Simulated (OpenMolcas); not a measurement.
V: effect of the active space

```
Program             : OpenMolcas 26.06
Method              : SS-CASPT2, IPEA 0.25 Eh, imaginary shift 0.1 Eh
Basis               : ANO-RCC-VQZP
Scalar Hamiltonian  : DKH2, point nucleus
Spin-orbit coupling : RASSI with atomic mean-field integrals over the reference wave functions, term energies averaged over their components
```

A. 3 electrons in 5 orbitals (3d); 2S+1 = 4 even, 10 roots; 2S+1 = 2 even, 40 roots; closed shells correlated: 3s 3p 4s; CASPT2 step of the order of 30 core-seconds
B. 5 electrons in 6 orbitals (3d 4s); 2S+1 = 4 even, 50 roots; 2S+1 = 6 even, 5 roots kept (CI in the orbitals of an earlier block); 2S+1 = 2 even, 91 roots kept (CI in the orbitals of an earlier block); closed shells correlated: 3s 3p; CASPT2 step about 120 core-seconds

Energies in cm⁻¹ above 3d³ 4s² ⁴F_3/2, the measured ground level; measured values from NIST Handbook of Basic Atomic Spectroscopic Data.

```json
{"Level": "3d³ 4s² ⁴F_3/2", "A": "0.0", "B": "0.0", "Measured": "0.0"}
{"Level": "3d³ 4s² ⁴F_5/2", "A": "148", "B": "122", "Measured": "137"}
{"Level": "3d³ 4s² ⁴F_7/2", "A": "351", "B": "289", "Measured": "323"}
{"Level": "3d³ 4s² ⁴F_9/2", "A": "604", "B": "499", "Measured": "553"}
{"Level": "3d³ 4s² ²G_7/2", "A": "9750", "B": "11190", "Measured": ""}
{"Level": "3d³ 4s² ²G_9/2", "A": "9970", "B": "11370", "Measured": ""}
{"Level": "3d³ 4s² ⁴P_1/2", "A": "10880", "B": "11070", "Measured": "9545"}
{"Level": "3d³ 4s² ⁴P_3/2", "A": "10940", "B": "11180", "Measured": "9637"}
{"Level": "3d³ 4s² ⁴P_5/2", "A": "11110", "B": "11400", "Measured": "9825"}
{"Level": "3d³ 4s² ²P_1/2", "A": "14270", "B": "14220", "Measured": ""}
{"Level": "3d³ 4s² ²H_9/2", "A": "14550", "B": "17040", "Measured": ""}
{"Level": "3d³ 4s² ²P_3/2", "A": "14630", "B": "14460", "Measured": ""}
{"Level": "3d³ 4s² ²H_11/2", "A": "14720", "B": "17180", "Measured": ""}
```

Deviations, from unrounded energies. A percentage is the sum of absolute deviations over the sum of measured energies, with the sign that they share, or ± where signs differ.

```
                        Against measurement  Levels      A      B
             mean absolute deviation (cm-1)       6    670    790
      fine structure of the ground term (%)       3   +8.9  -10.3
other terms of the ground configuration (%)       3  +13.5  +16.0
```

A lies closest to measurement on these levels. The largest miss of A in the table is 3d³ 4s² ⁴P_1/2, by +1300 cm-1. The ranking rests on the paired levels alone, and a cruder setting can come out closer through cancelling errors.

The spin-orbit steps hold different terms of 3d³ 4s² (B lacks a ²D, ²F), which shifts levels as well.

The two smallest mean deviations differ by little beside CASPT2's spread within terms, so their order carries little weight.

Between A and B the level of the table that moves most is 3d³ 4s² ²H_9/2, by 2500 cm-1 (lowest in A, highest in B). Moves below CASPT2's spread within the term are not significant.

Term energies are means over components that CASPT2 splits; among the terms shown or strongly mixed into the levels shown the widest spread is 2600 cm-1 (3d³ 4s² ⁴F, B). Over all roots computed the reference weight is 0.81 to 0.90 in B; the roots of lowest weight are the least certain, and an intruder state may touch them. With the s shell closed, the reference lacks s² → p², s² → d² and s → d mixing, so excited terms can stand far too high and out of order, with CASPT2 too (holds for A). The CASPT2 spread within a term exceeds the gap to the next term for 3d³ 4s² ²D(1) and 3d³ 4s² ²P, 3d³ 4s² ²P and 3d³ 4s² ²H, so the order of their levels is uncertain, and so are names and mixing where such terms share a J (holds for A). Terms from blocks run as CI alone lack orbitals of their own (holds for B). Configurations are named by rounded mean occupations; where the s occupation lies near a half they are strongly mixed, a name can repeat and a true partner stay unpaired (holds for B). Some terms miss by over 15 % even with CASPT2, which points to a basis or an active space too small for the shells correlated (holds for B). Computed and measured levels are paired by configuration, term and J; levels that our copy of the source lacks, or whose pairing is in doubt (as where it misses far off the trend of its configuration), stay unpaired and out of the deviations. Only configurations of the active space appear. The table leaves out levels that lie high or whose names do not pair safely across all columns.

A number in round brackets counts repeated terms of one configuration in the order of the reference energies.
